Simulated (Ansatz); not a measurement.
The cluster Rb2F2 (the lowest singlet isomer of a short search) was relaxed with PBE0-D4 (def2-TZVP) in Ansatz in these states: charge +1 doublet, neutral quintet, neutral singlet, neutral triplet. The geometries follow in no particular order.

In the def2 sets Rb takes a core potential; there is no spin–orbit coupling.

A:

```xyz
4

Rb   -0.3474   -1.7962    0.5020
Rb    0.3483    1.7958   -0.5028
F    -1.1263   -0.1259   -1.2300
F     1.1254    0.1264    1.2308
```

B:

```
atom   x (Å)   y (Å)   z (Å)
 Rb1  -2.526  -1.120  -0.350
 Rb2   2.527   1.116   0.355
  F3   1.299  -2.373  -1.784
  F4  -1.300   2.376   1.779
```

C:

```xyz
4

Rb    1.668   -0.928   -0.908
Rb   -1.794    0.776    0.805
F     0.216   -0.954    1.385
F    -0.089    1.106   -1.281
```

D:

```xyz
4

Rb   -1.886    1.565   -0.397
Rb    1.886   -1.565    0.397
F    -0.415   -0.651   -0.596
F     0.415    0.651    0.596
```

**Question.** Judge from the bond lengths which geometry belongs to which state (an estimate).

**Answer.** A is the neutral singlet (Rb1–Rb2 3.794 Å, Rb1–F4 2.529 Å, Rb1–F3 2.529 Å); B is the neutral quintet (Rb1–Rb2 5.570 Å, Rb1–F4 4.273 Å, Rb1–F3 4.273 Å); C is the neutral triplet (Rb1–Rb2 4.222 Å, Rb1–F4 2.714 Å, Rb1–F3 2.714 Å); D is the charge +1 doublet (Rb1–Rb2 4.966 Å, Rb1–F4 2.668 Å, Rb1–F3 2.668 Å).

At PBE0-D4/def2-TZVP a singlet lies 11.10 eV below the neutral quintet. At PBE0-D4/def2-TZVP a singlet lies 5.39 eV below the neutral triplet. In the charge 1 doublet, F3 and F4 lie 1.95 Å apart (atoms count from 1), so these atoms are partly bonded to each other. These are the stationary points nearest to one start from a short search; other shapes may lie lower in each state. The neutral quintet has come apart into loosely held pieces.
